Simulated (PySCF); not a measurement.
C2H7S, charge +1, singlet, at a GFN2-xTB geometry; BLYP/3-21G (PySCF).

Input for PySCF:
```python
from pyscf import gto, scf, dft

mol = gto.M(
    atom='''
C     1.53145653    0.73564742    0.10694436
C     0.02726540    0.87468496    0.06850411
S    -0.75523355   -0.79638233   -0.18004300
H    -1.99146346   -0.50823109    0.28749942
H    -0.37068924    1.30238251    0.98666784
H    -0.29446314    1.46595224   -0.78878956
H     1.96823129    1.72963885    0.17858664
H     1.86336116    0.16284318    0.96947556
H     1.91447533    0.27099735   -0.79813333
H    -0.35804669   -1.34346000    0.99269072
''',
    basis='3-21g',
    charge=1,
    verbose=4,
)

mf = dft.RKS(mol)
mf.xc = 'blyp'
mf.kernel()
```

The log (banner, timings and long lists left out):

```
PySCF version 2.14.0

[INPUT] verbose = 4
[INPUT] num. atoms = 10
[INPUT] num. electrons = 34
[INPUT] charge = 1
[INPUT] spin (= nelec alpha-beta = 2S) = 0
[INPUT] symmetry False subgroup None
[INPUT] Mole.unit = angstrom
[INPUT] Symbol           X                Y                Z      unit          X                Y                Z       unit  Magmom
[INPUT]  1 C      1.531456530000   0.735647420000   0.106944360000 AA    2.894033413377   1.390172148043   0.202095550967 Bohr   0.0
[INPUT]  2 C      0.027265400000   0.874684960000   0.068504110000 AA    0.051524138677   1.652915019676   0.129454006307 Bohr   0.0
[INPUT]  3 S     -0.755233550000  -0.796382330000  -0.180043000000 AA   -1.427184569583  -1.504944494143  -0.340231960645 Bohr   0.0
[INPUT]  4 H     -1.991463460000  -0.508231090000   0.287499420000 AA   -3.763320526479  -0.960417568089   0.543295164771 Bohr   0.0
[INPUT]  5 H     -0.370689240000   1.302382510000   0.986667840000 AA   -0.700501140923   2.461146253324   1.864531993516 Bohr   0.0
[INPUT]  6 H     -0.294463140000   1.465952240000  -0.788789560000 AA   -0.556454688379   2.770248245293  -1.490596238316 Bohr   0.0
[INPUT]  7 H      1.968231290000   1.729638850000   0.178586640000 AA    3.719418087899   3.268543720908   0.337479839106 Bohr   0.0
[INPUT]  8 H      1.863361160000   0.162843180000   0.969475560000 AA    3.521242263552   0.307729011453   1.832043292859 Bohr   0.0
[INPUT]  9 H      1.914475330000   0.270997350000  -0.798133330000 AA    3.617834045936   0.512110771983  -1.508253404587 Bohr   0.0
[INPUT] 10 H     -0.358046690000  -1.343460000000   0.992690720000 AA   -0.676610183907  -2.538771459308   1.875913587197 Bohr   0.0

nuclear repulsion = 116.501788260508
number of shells = 31
number of NR pGTOs = 78
number of NR cGTOs = 45
basis = 3-21g
ecp = {}

******** <class 'pyscf.dft.rks.RKS'> ********
method = RKS
initial guess = minao
damping factor = 0
level_shift factor = 0
DIIS = <class 'pyscf.scf.diis.CDIIS'>
diis_start_cycle = 1
diis_space = 8
diis_damp = 0
SCF conv_tol = 1e-09
SCF conv_tol_grad = None
SCF max_cycles = 50
direct_scf = True
direct_scf_tol = 1e-13
XC library pyscf.dft.libxc version 7.1.2
    S. Lehtola, C. Steigemann, M. J. T. Oliveira, and M. A. L. Marques,  SoftwareX 7, 1–5 (2018)
XC functionals = blyp
    A. D. Becke,  Phys. Rev. A 38, 3098 (1988)
    C. Lee, W. Yang, and R. G. Parr,  Phys. Rev. B 37, 785 (1988)
    B. Miehlich, A. Savin, H. Stoll, and H. Preuss,  Chem. Phys. Lett. 157, 200 (1989)
radial grids:
    Treutler-Ahlrichs [JCP 102, 346 (1995); DOI:10.1063/1.469408] (M4) radial grids

becke partition: Becke, JCP 88, 2547 (1988); DOI:10.1063/1.454033
pruning grids: <function nwchem_prune>
grids dens level: 3
symmetrized grids: False
atomic radii adjust function: <function treutler_atomic_radii_adjust>
small_rho_cutoff = 0
Set gradient conv threshold to 3.16228e-05
Initial guess from minao.
tot grids = 115776
init E= -475.874779732948
  HOMO = -0.333010402623394  LUMO = -0.0401586377529266  gap/eV = 7.96890
cycle= 1 E= -475.784902093338  delta_E= 0.0899  |g|= 0.355  |ddm|=  2.7
  HOMO = -0.446863903408704  LUMO = -0.274369969971912  gap/eV = 4.69380
cycle= 2 E= -475.753846519364  delta_E= 0.0311  |g|= 0.488  |ddm|= 1.13
  HOMO = -0.507268523035171  LUMO = -0.247255542410707  gap/eV = 7.07531
cycle= 3 E= -475.824204786075  delta_E= -0.0704  |g|= 0.0469  |ddm|= 0.65
  HOMO = -0.506324807071662  LUMO = -0.241343137944856  gap/eV = 7.21052
cycle= 4 E= -475.824833773484  delta_E= -0.000629  |g|= 0.018  |ddm|= 0.0831
  HOMO = -0.505883845653039  LUMO = -0.241750146064179  gap/eV = 7.18744
cycle= 5 E= -475.824911001751  delta_E= -7.72e-05  |g|= 0.00492  |ddm|= 0.0205
  HOMO = -0.505638577287391  LUMO = -0.241992924539777  gap/eV = 7.17416
cycle= 6 E= -475.824918572157  delta_E= -7.57e-06  |g|= 0.00066  |ddm|= 0.00802
  HOMO = -0.505648621127036  LUMO = -0.242017259165874  gap/eV = 7.17377
cycle= 7 E= -475.824918751145  delta_E= -1.79e-07  |g|= 0.000153  |ddm|= 0.00153
  HOMO = -0.505645104474625  LUMO = -0.241997887343778  gap/eV = 7.17421
cycle= 8 E= -475.824918758983  delta_E= -7.84e-09  |g|= 4.29e-05  |ddm|= 0.00027
  HOMO = -0.505650459366415  LUMO = -0.242002528004188  gap/eV = 7.17423
cycle= 9 E= -475.824918759532  delta_E= -5.49e-10  |g|= 6.93e-06  |ddm|= 6.26e-05
  HOMO = -0.505649699845133  LUMO = -0.242002495635595  gap/eV = 7.17421
Extra cycle  E= -475.824918759536  delta_E= -4.09e-12  |g|= 6.75e-06  |ddm|= 2.8e-05
converged SCF energy = -475.824918759536
```
